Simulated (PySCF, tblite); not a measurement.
CH7NOP2Si2.
Atom-mapped SMILES: `[NH2:1][C:2](=[O:3])[SiH:4]1[PH:5][SiH2:6][PH:7]1` (hydrogens: H8, H9 on N1; H10 on Si4; H11 on P5; H12, H13 on Si6; H14 on P7)

Geometry (PBE0-D3(BJ)/def2-SVP, Å), atoms numbered from 1 in this order:
```
atom  x, y, z in Å
N1     2.4344   -0.2502   -0.2667
C2     1.8417   -0.2703    0.9495
O3     2.3037   -0.8238    1.9286
Si4    0.1406    0.6265    1.1217
P5    -1.4523   -0.8701    1.7650
Si6   -2.2467   -0.2809   -0.2951
P7    -0.6734    1.2511   -0.9250
H8     2.0129    0.2298   -1.0519
H9     3.3284   -0.7140   -0.3877
H10    0.3015    1.7633    2.0731
H11   -0.7052   -1.9831    1.2730
H12   -2.3016   -1.4349   -1.2415
H13   -3.6003    0.3438   -0.2106
H14   -1.4022    2.3822   -0.4485
```

Jobs on this species (14 atoms, 86 electrons) with PySCF (density fitting) and tblite. Hardware of each: Arm Neoverse V1, one thread, no GPU (shared host). Times come from a shared host and carry two figures at best.

```tsv
level and settings	work	basis functions	SCF cycles	wall time
B3LYP/pcSseg-1	shieldings, ring-centre shieldings	182	?	?
GFN2-xTB	L-BFGS relaxation	–	–	0.79 s
CAM-B3LYP/def2-SVPD, IEF-PCM acetone	6 singlets by full TDDFT, polarisability	215	?	?
GFN2-xTB	Hessian by finite differences	–	–	0.66 s
PBE0/pcSseg-1, IEF-PCM acetone	shieldings, ring-centre shieldings, charges and field gradients	182	13	26 s
PBE0/pcSseg-1, IEF-PCM acetonitrile	shieldings, ring-centre shieldings	182	13	23 s
CAM-B3LYP/def2-SVPD	10 singlets by full TDDFT, 4 Tamm–Dancoff triplets, polarisability, dynamic polarisability, ΔSCF ions	215	13	4.0 min
PBE0-D3(BJ)/def2-SVP, grid level 1	geometry optimisation from a GFN2-xTB start shaken at random	149	78	2.0 min
PBE0/pcSseg-1	shieldings, ring-centre shieldings, charges and field gradients	182	14	25 s
```

Q: Fill in the missing figures.

A: 
- B3LYP/pcSseg-1; shieldings, ring-centre shieldings: 23 s, 15 SCF cycles
- CAM-B3LYP/def2-SVPD, IEF-PCM acetone; 6 singlets by full TDDFT, polarisability: 39 s, 13 SCF cycles

Q: What do all jobs in the table cost together?

A: About 8.3 min; the longest takes about 48 % of that, and about 360 times as long as the shortest.
